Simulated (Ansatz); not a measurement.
Molecule: SnF$_{2}$, charge 0, multiplicity 1. SMILES: [F][Sn][F]
Geometry: optimised at B3LYP-D3(BJ)/def2-TZVP (Ansatz, a program for electronic structure).

Computed values are from Ansatz. Correlated levels leave the core frozen unless marked. UHF or UKS for open shells. Spin-orbit coupling is left out. The frozen core is the preceding noble-gas configuration, with the filled d and f shells of earlier blocks. In def2 rows, elements after Kr have scalar-relativistic effective core potentials. CBS marks a two-point X^-3 extrapolation of the correlation energy; Hartree-Fock from the larger set. The bracket is a focal-point correction in the basis named.

```yaml
atomisation energy De: 244.4 kcal/mol at CCSD(T)/CBS(def2-TZVPPD,def2-QZVPPD)
vertical ionisation energy (to the doublet): 11.23 eV at RI-MP2/CBS(def2-TZVPPD,def2-QZVPPD)+[CCSD(T)-MP2]/def2-TZVPPD
vertical_triplet_singlet_gap: 3.49 eV at RI-MP2/CBS(def2-TZVPPD,def2-QZVPPD)+[CCSD(T)-MP2]/def2-TZVPPD
total_energy: -413.1256 Eh at CCSD(T)/CBS(def2-TZVPPD,def2-QZVPPD)
dipole_moment: 3.91 D at CCSD(T)/def2-SVPD
T1 diagnostic: 0.017 at CCSD/def2-QZVPPD
```
